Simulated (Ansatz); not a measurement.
`C#CBCC` + CH₃NH₂ → `CCBNC` + `C#C`  (ligand exchange at a B–C bond)

Gas-phase electronic energies from Ansatz, PBE0-D4/def2-TZVP geometries. CCSD(T)/CBS is the MP2 limit (def2-TZVPP, def2-QZVPP) plus CCSD(T) − MP2 in def2-TZVPP, frozen cores. This one scheme is used for every species. Each species was taken in one conformer, which may not be the lowest.

`C#CBCC`:

Cartesian coordinates in Å:
```
C 0.501 -1.470 2.795
C 0.576 -1.008 1.681
B 0.664 -0.439 0.281
C -0.409 0.550 -0.263
C -0.455 0.756 -1.771
H 0.439 -1.880 3.777
H 1.617 -0.738 -0.383
H -0.141 1.499 0.236
H -1.399 0.317 0.145
H 0.526 1.035 -2.161
H -1.163 1.539 -2.054
H -0.758 -0.160 -2.284
```

CH₃NH₂:

Cartesian coordinates in Å:
```
C 0.123 0.512 0.214
N -0.025 -0.905 -0.075
H -0.352 1.192 -0.507
H 1.185 0.763 0.259
H -0.296 0.726 1.200
H 0.367 -1.127 -0.981
H -1.003 -1.161 -0.110
```

`CCBNC`:

Cartesian coordinates in Å:
```
C 0.977 -0.401 -1.804
C 0.904 -1.201 -0.510
B 0.064 -0.581 0.667
N -0.592 0.636 0.541
C -1.389 1.302 1.543
H 1.426 0.584 -1.642
H 1.576 -0.904 -2.567
H -0.018 -0.242 -2.233
H 1.917 -1.395 -0.131
H 0.504 -2.205 -0.710
H -0.033 -1.152 1.722
H -0.529 1.139 -0.332
H -1.400 0.695 2.448
H -0.982 2.286 1.796
H -2.424 1.439 1.212
```

`C#C`:

Cartesian coordinates in Å:
```
C 0.485 -0.116 0.330
C -0.485 0.116 -0.330
H 1.349 -0.322 0.918
H -1.349 0.322 -0.918
```

```json
{"species": "`C#CBCC`", "MP2/def2-TZVPP energy (Eh)": "-180.98682"}
{"species": "CH₃NH₂", "MP2/def2-TZVPP energy (Eh)": "-95.66064"}
{"species": "`CCBNC`", "MP2/def2-TZVPP energy (Eh)": "-199.52452"}
{"species": "`C#C`", "MP2/def2-TZVPP energy (Eh)": "-77.16018"}
```

(1) Work out ΔE.

Largest T1 diagnostic among the species: 0.013.

Results:

(1) ΔE = (-199.52452) + (-77.16018) − (-180.98682) − (-95.66064) = -0.03724 Eh = -97.8 kJ/mol. CCSD(T)/CBS gives -96.9 kJ/mol.

In def2-TZVPP, CCSD(T) changes the Hartree–Fock value by −14.3 kJ/mol (the triples alone add −1.3 kJ/mol) and MP2 by −14.0 kJ/mol. The D4 term adds −3.9 kJ/mol with B3LYP and −2.2 kJ/mol with PBE0; it sums over pairs of atoms, weighted by their polarisabilities, and B3LYP, whose exchange is more repulsive, gets the larger term.

B3LYP here is the variant with VWN-RPA as its local correlation; programs differ in this.
